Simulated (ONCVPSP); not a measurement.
# What one change does to a pseudopotential (phosphorus (P), ONCV)

ONCVPSP 4.0.1 input, shortened (lines: element, Z, core and valence counts, functional; n l f; lmax; l rc ep ncon nbas qcut; lloc lpopt rc5 dvloc0; l nproj debl; icmod fcfact rcfact), LDA (Perdew-Wang 92), scalar-relativistic:

```
  P 15.00    3    2  -001012      upf
    1    0    2.00
    2    0    2.00
    2    1    6.00
    3    0    2.00
    3    1    2.50
    1
    0    1.60    0.00    4    8    4.70
    1    1.90    0.00    5    8    4.30
    4    5    1.55    0.00
    0    2    1.90
    1    2    3.10
    1    0.35    0.00
```

Change: s: rc 2.26.

Cutoffs: the cutoffs (Ha) at which the residual kinetic energy of the hardest occupied pseudo-wave falls to 1 and 0.1 mHa per electron; they do not see the model core or the augmentation charge, which bear on the density cutoff. Errors are all-electron minus pseudo energies relative to the spin-unpolarised reference configuration.

How do hardness, ghosts and transferability respond?

The potential gets softer (10 Ha and 29 Ha → 7.5 Ha and 19 Ha); of the 4 tests that both files solve, the error grows in 4 and shrinks in 0 by more than 15 % and 0.3 meV (median size 0.4 → 5.7 meV); neither file shows a bound ghost. A larger radius leaves more room for a smooth pseudo-wave, so fewer plane waves are needed. More of the atom is replaced by a form fitted at one configuration, so other configurations suffer.

| quantity | base | changed |
| --- | --- | --- |
| cutoff, loose | 10 Ha | 7.5 Ha |
| cutoff, tight | 29 Ha | 19 Ha |
| loose cutoff by channel | s 10 Ha, p 4.9 Ha | s 7.5 Ha, p 4.9 Ha |
| bound ghosts | none | none |
| GHOST(+) flags under 300 eV | none | s at 134.9 eV |
| error for 3s2 3p3, meV [ΔE -3.82 eV] | +0.5 | +0.8 |
| error for 3s2 3p2, meV [ΔE 6.00 eV] | +0.3 | +0.9 |
| error for 3s2 3p1, meV [ΔE 25.24 eV] | +9.1 | +19 |
| error for 3s1 3p4, meV [ΔE 4.68 eV] | -0.1 | -11 |
| p: phases at 1.93 bohr within 0.05 rad from the reference energy up to (Ha; the scan ends near 5) | to the end of the scan | to the end of the scan |
| rms error of d²Exc/dni dnj with the model core, mHa | 0.49 | 0.41 |
